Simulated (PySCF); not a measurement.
How methods differ on the ionisation energy of Rh³¹⁺

Rh³¹⁺ [Ne] 3s2 3p2 (3P) → Rh³²⁺ [Ne] 3s2 3p1 (2P), as a difference of total energies. Calculation: PySCF 2.14, in an even-tempered Gaussian basis (18 s from 4.4 bohr⁻², ratio 2.5; 12 p from 5.7 bohr⁻², ratio 2.5; 5 d from 24 bohr⁻², ratio 2.7; 4 f from 36 bohr⁻², ratio 2.7); scalar relativity by spin-free X2C-1e. Correlated levels: outer shells: 1s2 frozen; virtual orbitals above 40 to 60 times the deepest correlated orbital energy dropped. The calculations carry no spin-orbit coupling.

```
                method  ionisation energy (eV)
                   UHF                  1830.9
    MP2 (outer shells)                  1831.5
SCS-MP2 (outer shells)                  1831.3
   CCSD (outer shells)                  1831.3
CCSD(T) (outer shells)                  1831.3
```

Spin-orbit coupling is strong in these open shells (close to jj coupling). The scalar numbers leave it out and a first-order estimate fails, so it can dominate the gap to the real levels.

Breit and QED terms and the two-electron picture change are absent.

For comparison: 1851 ± 4 eV (semi-empirical (NIST evaluation); NIST Atomic Spectra Database, ionization energies).
